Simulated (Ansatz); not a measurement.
Molecule: sum formula MoOCl, charge 0, multiplicity 4. The spin state was set by rule; other spins were not relaxed. SMILES: [Mo](=[O])[Cl]
Geometry: optimised at B3LYP-D3(BJ)/def2-TZVP (Ansatz, a program for electronic structure).

Property: vertical electron affinity (to the triplet state of charge -1; a negative value means that the extra electron is unbound and the number depends on the basis; each state is the SCF solution reached for its spin; the UHF <S^2> is 2.57 for the triplet (pure: 2.00) and 4.10 for the quartet (pure: 3.75); for the triplet T1 is 0.068; for the quartet T1 is 0.050), in eV. Cores are frozen in the correlated levels unless marked. UHF or UKS for open shells. Spin-orbit coupling is left out. Frozen are the shells of the preceding noble gas and the d and f shells that filled before the atom's block. Past Kr the def2 sets carry scalar-relativistic core potentials. Anions need diffuse functions: def2-D sets add few. 

| level | program | vertical electron affinity (eV) |
|---|---|---|
| HF/def2-QZVPPD | Ansatz | 0.16 |
| SVWN5/def2-TZVPD | Ansatz | 1.63 |
| r2SCAN/def2-TZVPD | Ansatz | 1.14 |
| CAM-B3LYP/def2-TZVPD | Ansatz | 1.46 |
| B2PLYP/def2-TZVPD | Ansatz | 1.29 |
| CCSD/def2-SVPD | Ansatz | 1.09 |
